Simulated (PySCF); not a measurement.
# How methods differ on the ionisation energy of Tb⁵²⁺

Tb⁵²⁺ [Ne] 3s2 3p1 (2P) → Tb⁵³⁺ [Ne] 3s2 (1S), as a difference of total energies. Computed with PySCF 2.14 in an even-tempered Gaussian basis (17 s from 12 bohr⁻², ratio 2.5; 12 p from 15 bohr⁻², ratio 2.5; 4 d from 60 bohr⁻², ratio 2.7; 4 f from 90 bohr⁻², ratio 2.7), with scalar relativity by spin-free X2C-1e. Correlated levels: outer shells: 1s2 frozen; virtual orbitals above 40 to 60 times the deepest correlated orbital energy dropped. The calculations carry no spin-orbit coupling.

```csv
method,ionisation energy (eV)
UHF,4744.0
LDA,4745.7
PBE,4747.1
PBE0,4746.7
r2SCAN,4746.5
BP86,4747.9
B3LYP,4747.7
MP2 (outer shells),4744.6
SCS-MP2 (outer shells),4744.4
```

A first-order spin-orbit estimate (lowest level to lowest level, LS coupling) adds 123.4 eV.

Breit and QED terms and the two-electron picture change are absent.

First order in ζ underestimates the shift of j = l − 1/2 levels at high Z.

For comparison: 4877 ± 4 eV (theoretical estimate listed by NIST; NIST Atomic Spectra Database, ionization energies).
